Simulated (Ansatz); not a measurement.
SnBr2⁻. Charge -1, multiplicity 4. Geometry PBE-D4/def2-TZVPD; atoms count from 1.

Cartesian coordinates in Å:
```
Sn -0.001 0.004 -0.001
Br -2.357 -0.154 1.366
Br 2.358 0.150 -1.365
```

In the def2 sets Sn takes a core potential; there is no spin–orbit coupling. At PBE0-D4/def2-TZVPD a doublet of charge -1 lies 2.54 eV below the quartet, each at its own geometry. The structure comes from a short search, and lower isomers may exist.

(1) Estimate the Mulliken populations from the PBE0/def2-TZVPD orbitals of Ansatz.

(2) Where does the spin sit?

(3) And the Mayer bond orders between bonded heavy atoms (over 0.3)?

Results:

(1) 
| atom | charge (e) | spin (α − β) |
| --- | --- | --- |
| Sn1 | -0.19 | 2.38 |
| Br2 | -0.40 | 0.31 |
| Br3 | -0.40 | 0.31 |
Mulliken values and Mayer orders depend strongly on the basis. With diffuse functions, as here, like atoms can get unlike values, and bond orders can come out too low or too high.

(2) Summed by element: Sn 2.38, Br 0.62, of 3 unpaired in all. Largest on single atoms: Sn1 2.38, Br3 0.31, Br2 0.31.

(3) Sn1–Br2 0.65 (2.73 Å); Sn1–Br3 0.65 (2.73 Å).
